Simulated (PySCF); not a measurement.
## A survey of ¹⁵N NMR shifts

[PySCF 2.14.0 with density-fitted response routines: GIAO PBE0/pcSseg-1 shieldings; geometry from GFN2-xTB; single conformer; one averaged value for each set of equivalent atoms; relativity neglected; no solvent model]

Shieldings were converted by a linear fit to measured shifts: ¹⁵N (scatter 6.3 ppm rms vs CH3NO2, solution or neat liquid). A few per cent of atoms miss by over 2 rms, more outside the fitted compound classes.

Q: Give the ¹⁵N shifts of `N#CC[C@@H]1C[SiH2][SiH2]CCO1`, `C[SiH2]NC[Si@@H](N)C#N`, `N#C[SiH2]CCN[SiH2]N`, `C=N/C=N/[SiH2]N(C)[SiH3]`, `CC(C)[SiH2]CC[C@H](F)C#N`, `N#CC1=C[C@@H](C#N)C[SiH2]1`, `C/C=C1/[SiH2][C@@H](N(C)C)[C@@H]1F`.

A: 
```
                                                     compound                      environment  δ (ppm)
                                 N#CC[C@@H]1C[SiH2][SiH2]CCO1                 nitrile nitrogen   -116.0
    [CH3:1][SiH2:2][NH:3][CH2:4][Si@@H:5]([NH2:6])[C:7]#[N:8]             N8: nitrile nitrogen    -64.1
    [CH3:1][SiH2:2][NH:3][CH2:4][Si@@H:5]([NH2:6])[C:7]#[N:8]  N3: nitrogen bonded to C, Si, H   -386.4
    [CH3:1][SiH2:2][NH:3][CH2:4][Si@@H:5]([NH2:6])[C:7]#[N:8]   N6: nitrogen bonded to Si, 2 H   -388.0
       [N:1]#[C:2][SiH2:3][CH2:4][CH2:5][NH:6][SiH2:7][NH2:8]             N1: nitrile nitrogen    -56.4
       [N:1]#[C:2][SiH2:3][CH2:4][CH2:5][NH:6][SiH2:7][NH2:8]  N6: nitrogen bonded to C, Si, H   -354.0
       [N:1]#[C:2][SiH2:3][CH2:4][CH2:5][NH:6][SiH2:7][NH2:8]   N8: nitrogen bonded to Si, 2 H   -384.0
    [CH2:1]=[N:2]/[CH:3]=[N:4]/[SiH2:5][N:6]([CH3:7])[SiH3:8]               N2: imine nitrogen      1.9
    [CH2:1]=[N:2]/[CH:3]=[N:4]/[SiH2:5][N:6]([CH3:7])[SiH3:8]               N4: imine nitrogen   -129.3
    [CH2:1]=[N:2]/[CH:3]=[N:4]/[SiH2:5][N:6]([CH3:7])[SiH3:8]   N6: nitrogen bonded to C, 2 Si   -395.0
                                     CC(C)[SiH2]CC[C@H](F)C#N                 nitrile nitrogen   -104.8
[N:1]#[C:2][C:3]1=[CH:4][C@@H:5]([C:6]#[N:7])[CH2:8][SiH2:9]1             N1: nitrile nitrogen    -88.0
[N:1]#[C:2][C:3]1=[CH:4][C@@H:5]([C:6]#[N:7])[CH2:8][SiH2:9]1             N7: nitrile nitrogen   -114.4
                           C/C=C1/[SiH2][C@@H](N(C)C)[C@@H]1F                   amine nitrogen   -348.1
```
